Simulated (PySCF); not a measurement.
## Worked example: oscillator strength and radiative lifetime

ClFH5NSi2, SMILES F[Si@H](Cl)[SiH2]N.

Geometry optimised at PBE0-D3(BJ)/def2-SVP. The structure was generated by enumeration; whether it is a known compound was not checked. One conformer was computed; it need not be the lowest.

TDDFT-ωB97X/def2-SVPD in PySCF 2.14.0 puts the first singlet state with f over 0.02 at 5.76 eV (vertical), with the transition dipole (0.474, -0.151, -0.089) in atomic units.

Task: Find the oscillator strength, the wavelength and the radiative lifetime that this transition would have in vacuum if emission retraced absorption.

Result: 
|μ|² = 0.2554 au, so |μ| = 1.28 D. ΔE = 5.76/27.211 = 0.2117 hartree. f = (2/3) ΔE |μ|² = 0.036 (the program prints 0.036).
λ = 1239.84/5.76 = 215 nm; ν = 46458 cm⁻¹.
Einstein's coefficient A = 0.6670 ν² f s⁻¹ (ν in cm⁻¹) = 5.2e7 s⁻¹, so τ = 1/A = 19 ns. This state is S1. The figure is the radiative limit of this one transition; relaxation, internal conversion, crossing to triplets and a medium change what is measured.
